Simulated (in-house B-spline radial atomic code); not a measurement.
A fraction x of an electron is moved 3d → 4d in Mn II (Mn+), starting from [Ar] 3d5 4s1 and keeping the highest spin. Level of theory: scalar-relativistic (X2C) TPSSh, spin-polarised, spherical fractional occupations, Fermi nucleus of rms radius 3.7057 fm; calculated with an all-electron radial atomic-structure program (B-spline basis).

Caution: exact exchange at fractional occupations of open shells leaves self-interaction of up to several eV.

```
    x  E(x) - E(0) (eV)  3d up level (eV)  4d up level (eV)
    0            0.0000           -17.237                 -
0.125            1.8913           -18.419            -2.811
 0.25            3.9053           -19.596            -2.987
0.375            6.0419           -20.768            -3.197
  0.5                 ?                 ?                 ?
0.625           10.6672           -23.085            -3.663
 0.75                 ?                 ?                 ?
0.875           15.7511           -25.369            -4.120
    1           18.4644           -26.502            -4.338
```

(1) What belongs in the row x = 0.5?

(2) What belongs in the row x = 0.75?

(3) Check Janak's theorem between x = 0.125 and 0.25.

Results:

(1) An energy change of 8.2967 eV; 3d up at -21.931 eV, 4d up at -3.427 eV.

(2) An energy change of 13.1521 eV; 3d up at -24.231 eV, 4d up at -3.895 eV.

(3) The slope of the energy is 16.11 eV; the orbital levels give 16.11 eV (ε of the receiving orbital less ε of the emptying one, averaged over the two points).
